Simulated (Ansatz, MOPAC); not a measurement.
Pair of molecules: HF (SMILES F) (first 2 atoms) with HI (SMILES I); geometry from B3LYP-D3(BJ)/def2-TZVP.
(charge 0, multiplicity 1):
```xyz
4

F     -0.07014     0.47503    -0.24116
H      0.00476     0.03463     0.57653
I      0.21288    -1.03616     2.98202
H      0.17418     0.43607     3.64857
```

Interaction energies are E(AB) − E(A) − E(B) at the monomers' geometry in the complex; basis-set methods are counterpoise corrected.

Cores are frozen in the correlated methods. Filled d and f shells under p-block atoms count as core. CBS: X⁻³ extrapolation of the correlation energy, Hartree–Fock from the larger set. The state that PM6 reach isn't checked.

Codes used: Ansatz (an electronic-structure program); MOPAC for PM6 (differences of heats of formation). Values without a source in brackets are computed. In def2 rows elements past Kr take small-core potentials, without spin–orbit coupling.

### Question
Give the interaction energy at the level PM6.

### Answer
-9 kJ/mol
